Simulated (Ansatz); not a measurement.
The cluster Ir2O2⁺. Total charge 1; quartet. Geometry PBE-D4/def2-TZVP; atoms count from 1.

Cartesian coordinates in Å:
```
Ir -0.778 1.439 0.864
Ir 0.144 -0.550 -0.045
O 1.244 -1.811 0.135
O -0.611 0.922 -0.954
```

In the def2 sets Ir takes a core potential; there is no spin–orbit coupling. The structure comes from a short search, and lower isomers may exist.

Q: Estimate the Mulliken populations from the PBE0/def2-TZVP orbitals of Ansatz.

A: 
| atom | charge (e) | spin (α − β) | d electrons |
| --- | --- | --- | --- |
| Ir1 | 0.84 | 1.97 | 7.32 |
| Ir2 | 0.72 | 0.74 | 6.96 |
| O3 | -0.20 | 0.02 | – |
| O4 | -0.36 | 0.27 | – |
Mulliken values depend strongly on the basis.

Q: Where does the spin sit?

A: Summed by element: Ir 2.71, O 0.29, of 3 unpaired in all. Largest on single atoms: Ir1 1.97, Ir2 0.74, O4 0.27.

Q: And the Mayer bond orders between heavy atoms (over 0.3)?

A: Ir1–Ir2 1.43 (2.37 Å); Ir1–O4 1.06 (1.90 Å); Ir2–O3 2.05 (1.68 Å); Ir2–O4 1.05 (1.89 Å).
